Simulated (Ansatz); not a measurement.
`CC(C)[O][Mg][F]` + H₂ → `CC(C)[O][MgH]` + H–F at 500 K and 1 bar (hydrogenolysis of a Mg–F bond).

Program: Ansatz. Geometries: PBE0-D4/def2-TZVP. ΔE: electronic, gas phase. CBS: MP2 limit from def2 TZ/QZ plus the TZ coupled-cluster correction, frozen cores. This one scheme is used for every species. For Mg outer-core shells are correlated without core-valence functions, which leaves a few kJ/mol of doubt a bond. One conformer a species, not always the lowest.

```tsv
species	CCSD(T)/CBS energy (Eh)	H − E (kJ/mol)	S (J/(mol·K))
`CC(C)[O][Mg][F]`	-493.34984	314.9	455.7
H₂	-1.17544	41.0	145.5
`CC(C)[O][MgH]`	-394.07030	319.7	425.2
H–F	-100.39570	39.4	188.7
```

H − E and S are ideal-gas, rigid-rotor, harmonic terms from PBE0-D4/def2-TZVP, for one conformer and one mirror image of each species. For small species the MP2-based limit differs from directly extrapolated CCSD(T) by up to some mEh (0.8 for H₂); such offsets cancel only in part. 1 Eh = 2625.50 kJ/mol, R = 8.31446 J/(mol·K).

Question: By hand: ΔE, ΔH, ΔS and ΔG.

Answer: ΔE = (-394.07030) + (-100.39570) − (-493.34984) − (-1.17544) = 0.05928 Eh = 155.6 kJ/mol. Δ(H − E) = 319.7 + 39.4 − 314.9 − 41.0 = 3.2, so ΔH = 158.8 kJ/mol. ΔS = 425.2 + 188.7 − 455.7 − 145.5 = 12.7 J/(mol·K). ΔG = 158.8 − 500 × (12.7)/1000 = 152.5 kJ/mol.

Question: By hand: the equilibrium constant, and the temperature at which ΔG would vanish if ΔH and ΔS stayed fixed.

Answer: log₁₀ K = −ΔG/(RT ln 10) = -15.9. ΔG = 0 at ΔH/ΔS = 12504 K, far beyond where these terms or the molecules hold.

The number of gas molecules stays the same, so ΔS is small and ΔH decides. A doubt of 5 kJ/mol in ΔE shifts log₁₀ K by 0.5 here. Other conformers and mirror images would add mixing entropy, several J/(mol·K) or more a flexible species. Modes under 60 cm⁻¹, often nearly free rotors, make the harmonic entropy too high. These are equilibria of isolated gas molecules and say nothing of rates. Largest T1 diagnostic: 0.011 (customary marks: 0.02 for closed shells, 0.045 for open ones).
